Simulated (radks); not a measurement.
Valence configurations of Rh IV (all share [Kr]). Calculated with a radial shooting solver on a logarithmic mesh with Libxc functionals: scalar-relativistic Kohn-Sham, r2SCAN, spin-polarised, spherical densities, finite nucleus; open shells are filled with parallel spins first (spin-orbit coupling, left out, can overturn this in heavy ions); meta-GGA in the generalised Kohn-Sham scheme; Fermi nuclear charge, rms radius 4.4945 fm. Energies are relative to 4d6; eigenvalues in eV for spin up.

| valence | E (eV) | moment (Bohr magnetons) | e(4d) | e(5p) | e(5s) |
|---|---|---|---|---|---|
| 4d6 | 0.000 | 4 | -41.316 | - | - |
| 4d5 5s1 | 7.022 | 6 | -46.016 | - | -32.809 |
| 4d5.5 5p0.5 | 7.435 | 5 | -44.182 | -23.871 | - |
| 4d5 5p1 | 14.986 | 6 | -47.016 | -25.338 | - |
| 4d4 5s2 | 24.521 | 4 | -49.909 | - | -34.090 |
| 4d4 5s1 5p1 | 29.495 | 6 | -50.957 | -27.299 | -35.726 |
| 4d3.5 5s2 5p0.5 | 36.899 | 4 | -52.382 | -27.082 | -35.594 |
| 4d4 5p2 | 37.834 | 6 | -51.909 | -27.846 | - |
| 4d3 5s2 5p1 | 49.836 | 4 | -54.800 | -28.337 | -37.015 |
| 4d3 5s1 5p2 | 54.406 | 6 | -55.722 | -29.537 | -38.336 |

NIST lists [Kr] 4d6 as the ground configuration; this level of theory agrees among the configurations tried. The energies are those of spherical high-spin densities, not of single terms.
